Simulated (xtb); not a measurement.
BCl, charge +1, doublet, from a rough starting geometry (the spin is typed, not shown lowest); GFN2-xTB (xtb).

The xtb input:
```
$ xtb mol.xyz --gfn 2 --chrg 1 --uhf 1 --opt vtight --json

# file mol.xyz
2

B     -0.49619476    -0.47569955    -0.45028855
Cl     0.49592384     0.44779156     0.40812273
```

What the program printed (banner, timings and long lists left out):

```
   ID    Z sym.   atoms
    1    5 B      1
    2   17 Cl     2

           -------------------------------------------------
          |                Calculation Setup                |
           -------------------------------------------------

           -------------------------------------------------
          |                 G F N 2 - x T B                 |
           -------------------------------------------------

          ...................................................
          :                      SETUP                      :
          :.................................................:
          :  # basis functions                  14          :
          :  # atomic orbitals                  13          :
          :  # shells                            5          :
          :  # electrons                         9          :
          :  max. iterations                   250          :
          :  Hamiltonian                  GFN2-xTB          :
          :  restarted?                      false          :
          :  GBSA solvation                  false          :
          :  PC potential                    false          :
          :  electronic temp.          300.0000000     K    :
          :  accuracy                    1.0000000          :
          :  -> integral cutoff          0.2500000E+02      :
          :  -> integral neglect         0.1000000E-07      :
          :  -> SCF convergence          0.1000000E-05 Eh   :
          :  -> wf. convergence          0.1000000E-03 e    :
          :  Broyden damping             0.4000000          :
          :  net charge                          1          :
          :  unpaired electrons                  1          :
          ...................................................

 iter      E             dE          RMSdq      gap      omega  full diag
   1     -3.8677693 -0.386777E+01  0.263E+01    3.33       0.0  T
   2     -4.5832818 -0.715512E+00  0.186E+01    1.18       1.0  T
   3     -5.0236820 -0.440400E+00  0.956E+00    2.19       1.0  T
   4     -5.1603332 -0.136651E+00  0.535E+00    2.46       1.0  T
   5     -5.1125777  0.477555E-01  0.610E+00    2.59       1.0  T
   6     -5.1849350 -0.723572E-01  0.152E+00    2.92       1.0  T
   7     -5.1888777 -0.394274E-02  0.845E-01    2.89       1.0  T
   8     -5.1896816 -0.803863E-03  0.644E-01    2.88       1.0  T
   9     -5.1902407 -0.559089E-03  0.197E-01    2.87       1.0  T
  10     -5.1900152  0.225434E-03  0.345E-01    2.86       1.0  T
  11     -5.1902576 -0.242383E-03  0.124E-01    2.88       1.0  T
  12     -5.1902899 -0.322771E-04  0.148E-02    2.88       4.8  T
  13     -5.1902902 -0.341112E-06  0.701E-03    2.88      10.1  T
  14     -5.1902903 -0.100314E-06  0.119E-03    2.88      59.6  T
  15     -5.1902903 -0.288593E-08  0.703E-05    2.88    1006.3  T
  16     -5.1902903 -0.936318E-11  0.824E-06    2.88    8582.7  T

   *** convergence criteria satisfied after 16 iterations ***

         :::::::::::::::::::::::::::::::::::::::::::::::::::::
         ::                     SUMMARY                     ::
         :::::::::::::::::::::::::::::::::::::::::::::::::::::
         :: total energy              -5.172921671629 Eh    ::
         :: gradient norm              0.101101604917 Eh/a0 ::
         :: HOMO-LUMO gap              2.879751738653 eV    ::
         ::.................................................::
         :: SCC energy                -5.190290333647 Eh    ::
         :: -> isotropic ES            0.176064611693 Eh    ::
         :: -> anisotropic ES         -0.003906009206 Eh    ::
         :: -> anisotropic XC         -0.004611305830 Eh    ::
         :: -> dispersion             -0.000467501731 Eh    ::
         :: repulsion energy           0.017368662019 Eh    ::
         :: add. restraining           0.000000000000 Eh    ::
         :: total charge               1.000000000000 e     ::
[...]
 * total energy  :    -5.1729217 Eh     change       -0.1358913E-12 Eh
 * total energy  :    -5.1782055 Eh     change       -0.5283865E-02 Eh
 * total energy  :    -5.1797086 Eh     change       -0.1503025E-02 Eh
 * total energy  :    -5.1801572 Eh     change       -0.4486257E-03 Eh
 * total energy  :    -5.1801718 Eh     change       -0.1457068E-04 Eh
 * total energy  :    -5.1801718 Eh     change       -0.6491830E-07 Eh
 * total energy  :    -5.1801718 Eh     change       -0.2438699E-07 Eh
   *** GEOMETRY OPTIMIZATION CONVERGED AFTER 7 ITERATIONS ***
         :: total energy              -5.180171847873 Eh    ::
[...]
         :: gradient norm              0.000001232531 Eh/a0 ::
         :: HOMO-LUMO gap              3.267013866995 eV    ::
         ::.................................................::
         :: SCC energy                -5.216734050461 Eh    ::
         :: -> isotropic ES            0.174776487936 Eh    ::
         :: -> anisotropic ES         -0.003318662222 Eh    ::
         :: -> anisotropic XC         -0.003278448667 Eh    ::
         :: -> dispersion             -0.000470506808 Eh    ::
         :: repulsion energy           0.036562202588 Eh    ::
         :: add. restraining           0.000000000000 Eh    ::
         :: total charge               1.000000000000 e     ::
         :::::::::::::::::::::::::::::::::::::::::::::::::::::

           -------------------------------------------------
          |                Property Printout                |
           -------------------------------------------------

    * Orbital Energies and Occupations

         #    Occupation            Energy/Eh            Energy/eV
      -------------------------------------------------------------
         1        2.0000           -1.3515013             -36.7762
         2        2.0000           -0.8497162             -23.1220
         3        2.0000           -0.8229882             -22.3946
         4        2.0000           -0.8229882             -22.3946
         5        1.0000           -0.7177463             -19.5309 (HOMO)
         6                         -0.5976858             -16.2639 (LUMO)
         7                         -0.5976858             -16.2639
         8                         -0.3459094              -9.4127
         9                         -0.3236451              -8.8068
        10                         -0.3236451              -8.8068
        11                         -0.2961022              -8.0574
        12                         -0.2961022              -8.0574
        13                          0.5488601              14.9352
      -------------------------------------------------------------
                  HL-Gap            0.1200606 Eh            3.2670 eV
             Fermi-level           -0.7140417 Eh          -19.4301 eV

     #   Z          covCN         q      C6AA      α(0)
     1   5 B        0.825     0.480    46.552    14.355
     2  17 Cl       0.825     0.520    84.886    14.094

 Mol. C6AA /au·bohr⁶  :        252.069710
 Mol. C8AA /au·bohr⁸  :      10315.334191
 Mol. α(0) /au        :         28.449629

Wiberg/Mayer (AO) data.
largest (>0.10) Wiberg bond orders for each atom

 ---------------------------------------------------------------------------
     #   Z sym  total        # sym  WBO       # sym  WBO       # sym  WBO
 ---------------------------------------------------------------------------
     1   5 B    2.286 --     2 Cl   2.286
     2  17 Cl   2.286 --     1 B    2.286
 ---------------------------------------------------------------------------

Topologies differ in total number of bonds
Writing topology from bond orders to xtbtopo.mol

molecular dipole:
                 x           y           z       tot (Debye)
 q only:        0.035       0.006      -0.010
   full:        0.234       0.192       0.163       0.874
molecular quadrupole (traceless):
                xx          xy          yy          xz          yz          zz
 q only:        0.151       1.084      -0.007       1.007       0.937      -0.144
  q+dip:        0.250       1.713      -0.013       1.587       1.471      -0.237
   full:        0.139       0.908      -0.009       0.838       0.774      -0.130

optimized geometry written to: xtbopt.xyz

           -------------------------------------------------
          | TOTAL ENERGY               -5.180171847873 Eh   |
          | GRADIENT NORM               0.000001232531 Eh/α |
          | HOMO-LUMO GAP               3.267013866995 eV   |
           -------------------------------------------------
```
